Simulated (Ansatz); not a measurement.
Species: HfOCl, net charge 0, doublet state. SMILES: [O]=[Hf][Cl]
Geometry: optimised at B3LYP-D3(BJ)/def2-TZVP (Ansatz, a program for electronic structure).

Property: size of the dipole moment, in D. Conventions: six Cartesian d functions in 6-31G* and its kin unless marked 5d; dispersion terms only where a functional's name holds one; spin-orbit terms left out; LANL2DZ with its own core potentials from Na on; UHF or UKS for open shells; def2 sets with scalar-relativistic core potentials past Kr. First-principles rows: single points at B3LYP-D3(BJ) geometries (Ansatz).

```json
[
 {"level": "SVWN5/6-31G* with LANL2DZ past Ar", "program": "Ansatz", "size of the dipole moment (D)": "4.03"},
 {"level": "PBE/LANL2DZ", "program": "Ansatz", "size of the dipole moment (D)": "4.60"},
 {"level": "PBE/def2-SVP", "program": "Ansatz", "size of the dipole moment (D)": "4.46"},
 {"level": "PBE/6-31G* with LANL2DZ past Ar", "program": "Ansatz", "size of the dipole moment (D)": "4.19"},
 {"level": "BLYP/6-31G* with LANL2DZ past Ar", "program": "Ansatz", "size of the dipole moment (D)": "4.10"},
 {"level": "B3LYP/LANL2DZ", "program": "Ansatz", "size of the dipole moment (D)": "4.96"},
 {"level": "B3LYP/def2-SVP", "program": "Ansatz", "size of the dipole moment (D)": "4.78"},
 {"level": "B3LYP/6-31G* with LANL2DZ past Ar", "program": "Ansatz", "size of the dipole moment (D)": "4.51"},
 {"level": "PBE0/6-31G* with LANL2DZ past Ar", "program": "Ansatz", "size of the dipole moment (D)": "4.70"}
]
```

No value to compare with is used here. The 9 habitual levels span 4.03 (SVWN5/6-31G* with LANL2DZ past Ar) to 4.96 D (B3LYP/LANL2DZ).

The levels are drawn from those run, B3LYP/6-31G* more often than the rest, none by its result; left out are runs that failed, that the program found above a lower state of the same kind, or whose <S^2> lies over 0.5 above the pure value.
